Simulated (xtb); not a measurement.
Se(SH)(OSiH3) (H4OSSeSi), SMILES [SiH3]O[Se]S. All values are semi-empirical tight-binding results from xtb (GFN2-xTB unless named), good for trends rather than for accurate numbers. Coordinates come from a GFN2-xTB optimisation. This is a generated structure with no PubChem entry under its InChIKey; it may be hypothetical. One conformer was computed; it need not be the lowest.

```
Item                                            Value
--------------------------------------  -------------
orbital gap                                   3.22 eV
zero-point energy                       22.8 kcal/mol
G − E(el) at 298.15 K (modified RRHO)    2.2 kcal/mol
static polarisability (D4 model)           84.2 bohr³
solvation energy, GFN2-xTB/ALPB(water)  -0.1 kcal/mol
solvation energy, GFN2-xTB/ALPB(dmso)   -5.2 kcal/mol
```
